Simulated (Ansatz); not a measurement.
A structure relaxed at PBE0-D4/def2-TZVP, charge 0, multiplicity 1:

```
atom   x (Å)   y (Å)   z (Å)
  F1  -1.203  -0.024   1.339
 Ti2   0.249   0.059   0.392
  S3  -0.364   0.238  -1.778
 Cl4   1.464   1.799   0.849
 Cl5   1.412  -1.758   0.680
  H6  -1.558  -0.314  -1.482
```

(1) Give its formula and SMILES.

(2) Summarise the bond lengths by kind.

## Answers

(1) Cl2FHSTi, `[F][Ti]([SH])([Cl])[Cl]`.

(2) 1 × F–Ti 1.736 Å; 1 × S–Ti 2.261 Å; 2 × Cl–Ti 2.171 to 2.177 Å; 1 × H–S 1.349 Å.

Results of the Gaussian-basis code of Ansatz.
